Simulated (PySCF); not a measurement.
Si(H)(Cl)(Br)(Vi), SMILES [SiH](C=C)(Cl)Br, singlet (CAM-B3LYP/def2-SVP optimised geometry):

```
9

Si    -1.520    -0.646     0.000
Cl    -2.196     1.304     0.000
Br    -2.291    -1.707    -1.796
C      0.333    -0.646     0.000
C      1.104    -1.236    -0.915
H     -2.100    -1.304     1.190
H      0.815    -0.110     0.828
H      0.678    -1.778    -1.765
H      2.196    -1.200    -0.855
```

Method: CAM-B3LYP/def2-TZVP run with PySCF 2.14.0.

What are the frontier orbital energies and the dipole moment?

HOMO-2 -10.08 eV, HOMO-1 -9.95 eV, HOMO -9.80 eV, LUMO 0.00 eV, LUMO+1 1.08 eV; dipole moment 2.10 D.

Meta-Löwdin charges at CAM-B3LYP/def2-TZVP: Si1 0.84, Cl2 -0.30, Br3 -0.27, C4 -0.38, C5 -0.19, H6 -0.10, H7 0.13, H8 0.13, H9 0.13.
